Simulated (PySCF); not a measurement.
# RbS: energy against distance

Set-up: basis Rb x2c-TZVPPall, S x2c-TZVPPall; spin-free X2C with a Gaussian nucleus; PySCF 2.14. Energies in eV from Rb + S in their ground configurations at the same level. State: ²Π (doublet), unpaired electrons π ↑.

```json
{"R (Å)": "2.519", "PBE": "-2.191", "PBE0": "-2.135", "r²SCAN0": "-2.173"}
{"R (Å)": "2.636", "PBE": "-2.484", "PBE0": "-2.434", "r²SCAN0": "-2.488"}
{"R (Å)": "2.753", "PBE": "-2.645", "PBE0": "-2.596", "r²SCAN0": "-2.663"}
{"R (Å)": "2.841", "PBE": "-2.703", "PBE0": "-2.654", "r²SCAN0": "-2.727"}
{"R (Å)": "2.929", "PBE": "-2.722", "PBE0": "-2.670", "r²SCAN0": "-2.748"}
{"R (Å)": "3.017", "PBE": "-2.710", "PBE0": "-2.655", "r²SCAN0": "-2.737"}
{"R (Å)": "3.134", "PBE": "-2.661", "PBE0": "-2.600", "r²SCAN0": "-2.686"}
{"R (Å)": "3.280", "PBE": "-2.564", "PBE0": "-2.495", "r²SCAN0": "-2.583"}
{"R (Å)": "3.456", "PBE": "-2.418", "PBE0": "-2.339", "r²SCAN0": "-2.427"}
{"R (Å)": "3.691", "PBE": "-2.205", "PBE0": "-2.109", "r²SCAN0": "-2.195"}
```

Question: Put a parabola through the three lowest points of the PBE curve and estimate Re, k and ωe (reduced mass 23.23 u; 1 eV/Å² = 0.16022 mdyn/Å; ωe = 1302.8·√(k/μ) cm⁻¹).

Answer: Through R = 2.841, 2.929, 3.017 Å the second-order coefficient is 2.00 eV/Å², so Re ≈ 2.939 Å, k ≈ 0.641 mdyn/Å and ωe ≈ 216 cm⁻¹. A polynomial fit of higher order to the unrounded PBE energies gives Re = 2.935 Å, k = 0.607 mdyn/Å, ωe = 211 cm⁻¹; anharmonicity and rounding make the difference.

The higher-order fit for each curve: PBE: Re = 2.935 Å, ωe = 211 cm⁻¹, De = 2.72 eV; PBE0: Re = 2.927 Å, ωe = 217 cm⁻¹, De = 2.67 eV; r²SCAN0: Re = 2.939 Å, ωe = 217 cm⁻¹, De = 2.75 eV.

Spin–orbit coupling is left out. The state is the lowest determinant that a PBE0 search found; another state may lie lower at other levels.
